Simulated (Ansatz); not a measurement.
Born–Oppenheimer molecular dynamics of CH3AlO2 (7 atoms, charge 0, multiplicity 1). It starts at the highest image of a converged band, a first-order saddle point between two minima.

Theory: RKS PBE/def2-mTZVP in Ansatz 0.2.0.

```json
{"ensemble": "NVE (velocity Verlet)", "time step": "0.5 fs", "steps asked": "200", "starting velocities drawn for": "300 K", "seed": "2786"}
```

First frame:

```xyz
7
Properties=species:S:1:pos:R:3
Al -0.685 -0.781 -0.276
H 0.013 -0.324 1.165
H -0.011 -2.053 -0.956
H -2.198 -0.313 -0.447
O 0.460 0.827 -0.851
C 0.900 1.053 0.265
O 1.522 1.591 1.100
```

**Question.** How far do the bonds stretch over the last three quarters of this one trajectory? (Pairs bonded in most of those frames.)

**Answer.** 
```csv
bond,mean (Å),spread (Å),shortest,longest
Al1–H3,1.597,0.007,1.58,1.61
Al1–H4,1.593,0.009,1.58,1.61
Al1–O5,1.814,0.056,1.72,1.92
H2–C6,1.155,0.062,1.04,1.28
O5–C6,1.351,0.038,1.28,1.43
C6–O7,1.207,0.012,1.19,1.24
```

Mean temperature of the second half: 1020 K. The conserved energy stayed within 0.18 meV per atom of its start (net change 0.09 meV per atom), so the integration is sound. The kinetic energy rose, since the run started high on the potential surface and went downhill. A run of 0.1 ps of so small a system gives no equilibrium averages. The orbitals stay closed-shell, which can raise the energy where a bond breaks towards radicals; this wasn't checked here.

Time of the run: 2.7 min on 2 threads of Intel(R) Xeon(R) Platinum 8488C (Sapphire Rapids) (shared host), peak memory 0.17 GiB.
